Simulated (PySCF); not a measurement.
Job file and geometry (Å, from GFN2-xTB) of an NMR shielding run on `[C@]([SiH2]C=C)(C)(Cl)CC#N`, C₆H₁₀ClNSi, GIAO PBE0/pcSseg-1 NMR shielding, non-relativistic, gas phase (PySCF 2.14.0, density-fitted response routines); density fitting, a coarse starting grid and PySCF grid level 2 are the driver's defaults:

```
$ OMP_NUM_THREADS=1 python probes_run.py task.json out

{"job": {"kind": "nmr", "xc": "PBE0", "basis": "pcSseg-1"}, "charge": 0, "multiplicity": 1}
C     -2.606103     1.284576     0.330754
C     -2.158309     0.040088     0.411351
Si    -0.966400    -0.736193    -0.818906
C      0.781712    -0.707387     0.002800
C      1.876554    -1.252841    -0.892579
Cl     0.646047    -1.797910     1.445314
C      1.157770     0.675346     0.541015
C      1.237257     1.634702    -0.528201
N      1.302067     2.393399    -1.381041
H     -3.282393     1.706543     1.059238
H     -2.314395     1.940415    -0.473989
H     -2.487401    -0.574091     1.241717
H     -0.886777     0.040350    -2.056303
H     -1.285562    -2.142940    -1.060484
H      1.988866    -0.602237    -1.758490
H      2.831247    -1.301712    -0.368340
H      1.625302    -2.251511    -1.241573
H      2.127143     0.641794     1.050592
H      0.403571     1.018858     1.255034
```

Problem. What does the program print?

Solution. 
```
coarse grid: 17032 points
cycle   1  E = -1038.2499832630  dE =  9.455e-01  |g| = 5.379e-01  |ddm| = 3.994e+00
cycle   2  E = -1038.1022677798  dE =  1.477e-01  |g| = 9.876e-01  |ddm| = 1.306e+00
cycle   3  E = -1038.3163501688  dE = -2.141e-01  |g| = 1.870e-01  |ddm| = 8.719e-01
cycle   4  E = -1038.3240022354  dE = -7.652e-03  |g| = 4.250e-02  |ddm| = 1.568e-01
cycle   5  E = -1038.3243662656  dE = -3.640e-04  |g| = 1.489e-02  |ddm| = 4.437e-02
cycle   6  E = -1038.3244189146  dE = -5.265e-05  |g| = 3.930e-03  |ddm| = 1.581e-02
cycle   7  E = -1038.3244226690  dE = -3.754e-06  |g| = 1.184e-03  |ddm| = 4.913e-03
final grid: 155632 points
cycle   8  E = -1038.3766591587  dE = -4.682e-05  |g| = 8.292e-03  |ddm| = 3.433e-02
cycle   9  E = -1038.3766521263  dE =  7.032e-06  |g| = 9.663e-03  |ddm| = 1.580e-02
cycle  10  E = -1038.3766757323  dE = -2.361e-05  |g| = 1.684e-03  |ddm| = 9.632e-03
cycle  11  E = -1038.3766763077  dE = -5.753e-07  |g| = 5.909e-04  |ddm| = 1.920e-03
cycle  12  E = -1038.3766763721  dE = -6.441e-08  |g| = 2.285e-04  |ddm| = 4.807e-04
cycle  13  E = -1038.3766763831  dE = -1.106e-08  |g| = 5.096e-05  |ddm| = 1.855e-04
cycle  14  E = -1038.3766763837  dE = -5.598e-10  |g| = 1.480e-05  |ddm| = 5.329e-05
converged SCF energy = -1038.3766763837

GIAO shielding tensors (ppm)
atom      isotropic    diamagn.    paramagn.     s11        s22        s33       span
  0 C       38.345     253.952    -215.607    -89.521     40.270    164.285    253.805
  1 C       48.950     262.147    -213.196    -69.432     34.335    181.949    251.381
  2 Si     379.587     882.011    -502.424    356.460    373.697    408.604     52.144
  3 C      127.807     250.874    -123.067    100.177    114.198    169.047     68.870
  4 C      157.145     247.041     -89.896    140.311    147.378    183.745     43.434
  5 Cl     724.958    1149.287    -424.329    525.958    622.319   1026.596    500.638
  6 C      155.619     250.838     -95.219    136.643    151.363    178.850     42.207
  7 C       64.513     262.666    -198.154    -50.367    -48.082    291.987    342.353
  8 N      -37.538     340.928    -378.467   -208.018   -198.746    294.149    502.167
  9 H       24.937      28.515      -3.578     21.535     24.554     28.721      7.186
 10 H       25.133      32.223      -7.090     20.762     24.703     29.934      9.171
 11 H       25.022      31.304      -6.282     22.188     24.407     28.470      6.282
 12 H       26.921      31.766      -4.845     23.935     25.352     31.474      7.539
 13 H       27.254      30.375      -3.121     24.080     25.695     31.988      7.908
 14 H       29.669      30.434      -0.765     25.025     28.001     35.981     10.956
 15 H       30.071      29.871       0.200     26.590     27.419     36.203      9.613
 16 H       29.892      30.014      -0.122     25.739     27.851     36.087     10.348
 17 H       29.215      29.679      -0.463     24.600     29.043     34.002      9.402
 18 H       28.765      31.605      -2.840     25.817     27.676     32.801      6.984
```

Problem. Turn these shieldings into chemical shifts. References, each an isolated molecule treated in the same way: TMS for ¹³C (σref 186.93), ²⁹Si (σref 349.16), ¹H (σref 31.72); HCl for ³⁵Cl (σref 949.78); ¹⁵N (σref 267.73) against NH3.

Solution. Averaging equivalent atoms: C 0: 148.6; C 1: 138.0; C 7: 122.4; C 3: 59.1; C 6: 31.3; C 4: 29.8; Si 2: -30.4; Cl 5: 225; N 8: 305.3; H 9: 6.78; H 11: 6.70; H 10: 6.58; H 12: 4.80; H 13: 4.46; H 18: 2.95; H 17: 2.50; H 14/15/16: 1.84 ppm. Experimental scales use liquid or dissolved standards, which lie at an offset from isolated NH3 (liquid NH3: subtract about 20 ppm). Unscaled 15N shifts of sp2 nitrogen come out 20 to 40 ppm too high even then.

Size and cost of the density-fitted run: 217 basis functions, 51 s wall time on 1 thread of an Arm Neoverse V1, shared host; peak memory 1 GiB.
